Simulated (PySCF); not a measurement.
B(H)(NCO)2 (C₂HBN₂O₂), SMILES O=C=NBN=C=O.

Geometry: TPSSh-D3(BJ)/def2-SVP. The structure was generated by enumeration, and PubChem lists no compound with its InChIKey, so it may never have been made. The values are those of a single conformer.

Two levels are set side by side: TDDFT-PBE/def2-SVPD (PySCF) and TDDFT-B3LYP/def2-SVPD (PySCF). Vertical, same geometry. The lowest singlet is HOMO→LUMO 100 % with PBE and HOMO→LUMO 99 % with the other functional; states are paired by order. Differences are taken from unrounded values.

| quantity | TDDFT-B3LYP |
|---|---|
| lowest singlet excitation (eV) | 5.02 |
| lowest triplet excitation (TDA) (eV) | 4.79 |
| first bright state (f over 0.05) (eV) | 6.07 |
| its oscillator strength | 0.36 |

Problem. What does TDDFT-PBE give, and how far is it from TDDFT-B3LYP? (The exact figures need the calculation; the answer reports its results.)

Solution. 
```tsv
quantity	TDDFT-PBE	TDDFT-PBE minus TDDFT-B3LYP
lowest singlet excitation (eV)	4.54	-0.48
lowest triplet excitation (TDA) (eV)	4.31	-0.48
first bright state (f over 0.05) (eV)	5.68	-0.39
its oscillator strength	0.37	0.01
```

A lower first singlet is the usual sign of a functional without exact exchange. Differences between two approximate levels are no errors against the true value.

Rough cost on one machine, each run with all the roots and properties that it gave: TDDFT-B3LYP against TDDFT-PBE about 4 times.
